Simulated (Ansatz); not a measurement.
Reaction (redistribution): `[F][AlH][SiH2]Cl` + `OB(Cl)O[SiH3]` → `O[B](O[SiH3])[AlH][F]` + `Cl[SiH2]Cl`

Computed with Ansatz on PBE0-D4/def2-TZVP structures; ΔE is electronic, products minus reactants. CCSD(T)/CBS is the MP2 limit (def2-TZVPP, def2-QZVPP) plus CCSD(T) − MP2 in def2-TZVPP, frozen cores. Each species was taken in one conformer, which may not be the lowest.

| species | HF/def2-SVP energy (Eh) |
| --- | --- |
| `[F][AlH][SiH2]Cl` | -1091.25494 |
| `OB(Cl)O[SiH3]` | -925.00086 |
| `O[B](O[SiH3])[AlH][F]` | -807.42310 |
| `Cl[SiH2]Cl` | -1208.81304 |

Q: Work out ΔE.

A: ΔE = (-807.42310) + (-1208.81304) − (-1091.25494) − (-925.00086) = 0.01966 Eh = +51.6 kJ/mol. CCSD(T)/CBS gives +24.9 kJ/mol.

Largest T1 diagnostic among the species: 0.014.

At CCSD(T), def2-SVP lies +20.9 kJ/mol from the extrapolated value and def2-TZVPP +2.7 kJ/mol. In def2-TZVPP, CCSD(T) changes the Hartree–Fock value by −6.9 kJ/mol (the triples alone add −1.5 kJ/mol) and MP2 by −10.3 kJ/mol.
